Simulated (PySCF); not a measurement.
An unknown is described by computed data only.

Formula: C6H13OP.

* UV, first state: lowest singlet excitation: 6.92 eV (179 nm, f = 0.011) [TDDFT CAM-B3LYP/def2-SVPD]
* Polarisability: 94.1 au [CAM-B3LYP/def2-SVPD]
* 1H NMR: chemical shifts (computed TMS as zero) by class: 7.17 (1 H), 2.12 (1 H), 1.84 (1 H), 1.78 (1 H), 1.51 (1 H), 1.26 (1 H), 1.26 (3 H), 1.20 (3 H), 0.93 (1 H) ppm [GIAO PBE0/pcSseg-1]
* Triplet: lowest triplet excitation (Tamm–Dancoff): 6.61 eV [TDA CAM-B3LYP/def2-SVPD]
* Rotational structure: rotational constants A, B, C: 2.032, 1.720, 1.198 GHz [PBE0-D3(BJ)/def2-SVP]
* Valence photoelectron: vertical ionisation energy: 9.44 eV [ΔSCF CAM-B3LYP/def2-SVPD]
* 13C NMR: chemical shifts (computed TMS as zero) by class: 43.1 (1 C), 39.0 (1 C), 36.3 (1 C), 35.5 (1 C), 22.2 (1 C), 16.0 (1 C) ppm [GIAO PBE0/pcSseg-1]
* NMR, other nuclei: isotropic shieldings of nuclei other than C and H, by class: 211 (1 O), 282 (1 P) ppm [GIAO PBE0/pcSseg-1]
* XPS: P2p3/2 137.6, C1s 290.5, C1s 290.6, C1s 290.6, C1s 290.7, C1s 290.9, C1s 290.9, O1s 535.9, P1s 2151.5 eV [ΔSCF SCAN, pcX-2 on the ionised atom, pcseg-1 elsewhere, spin-free X2C, 2p3/2 from a spin–orbit splitting computed afterwards within the 2p shell]

Electronic properties: PySCF, gas phase, density fitting. Levels stand in brackets. NMR shifts are as computed; neighbouring signals can stand in another order in a measured spectrum. Isolated species at its PBE0-D3(BJ)/def2-SVP geometry (one conformer only). NMR values are class means; diastereotopic atoms form classes of their own.

**Question.** Propose a structure and show how it fits.

**Answer.** Numbering: `[CH3:1][C@@H:2]1[CH2:3][C@@H:4]([CH3:5])[P@H:6](=[O:7])[CH2:8]1`. 6 carbons fall into 6 classes; from least to most shielded: ring CH2 carbon [C3] (43.1 ppm), ring sp3 carbon bound to phosphorus [C8] (39.0 ppm), ring sp3 carbon bound to phosphorus [C4] (36.3 ppm), sp3 CH carbon [C2] (35.5 ppm), methyl carbon [C1] (22.2 ppm), methyl carbon [C5] (16.0 ppm). Hydrogen classes from least to most shielded: 1 H on a phosphoryl phosphorus, P6 (7.17 ppm), 1 H on an sp3 CH carbon, C2 (2.12 ppm), 1 H on an sp3 carbon bound to phosphorus, C4 (1.84 ppm), 1 H on a ring CH2 carbon, C3 (1.78 ppm), 1 H on an sp3 carbon bound to phosphorus, C8 (1.51 ppm), 1 H on an sp3 carbon bound to phosphorus, C8 (1.26 ppm), 3 H on a methyl carbon, C1 (1.26 ppm, a mean of values up to 0.8 ppm apart in this geometry), 3 H on a methyl carbon, C5 (1.20 ppm, a mean of values up to 1.0 ppm apart in this geometry), 1 H on a ring CH2 carbon, C3 (0.93 ppm). The other shieldings belong to: 211 ppm, phosphoryl oxygen [O7]; 282 ppm, phosphoryl phosphorus [P6]. The core levels belong to: P2p3/2 137.6 eV, phosphoryl phosphorus [P6]; C1s 290.5 eV, sp3 carbon bound to phosphorus [C8]; C1s 290.6 eV, methyl carbon [C1]; C1s 290.6 eV, sp3 carbon bound to phosphorus [C4]; C1s 290.7 eV, ring CH2 carbon [C3]; C1s 290.9 eV, sp3 CH carbon [C2]; C1s 290.9 eV, methyl carbon [C5]; O1s 535.9 eV, phosphoryl oxygen [O7]; P1s 2151.5 eV, phosphoryl phosphorus [P6]. The first electron is taken from the HOMO, whose largest Löwdin shares are 0.53 on the phosphoryl oxygen, 0.14 on the phosphoryl phosphorus, 0.11 on an sp3 carbon bound to phosphorus and 0.09 on an sp3 carbon bound to phosphorus. The optimised geometry has point group C1 and is an asymmetric top. Structure: `[C@H]1(C)C[P@@H](=O)[C@@H](C1)C`. Computed isomers that give other values at the same levels: `C[C@@H]1CCCC[P@H]1=O` (13C chemical shifts (computed TMS as zero) by class: 38.1 (1 C), 33.5 (1 C), 31.1 (1 C), 28.9 (1 C), 25.2 (1 C), 16.1 (1 C) ppm); `C=C[P@](C)(=O)CCC` (lowest singlet excitation: 6.13 eV (202 nm, f = 0.003)); `COCCPC1CC1` (13C chemical shifts (computed TMS as zero) by class: 72.7 (1 C), 59.3 (1 C), 26.9 (1 C), 5.8 (2 C), 4.4 (1 C) ppm). The assignments are read from this structure; whether some other isomer fits the data as well wasn't checked. The mirror image fits equally.
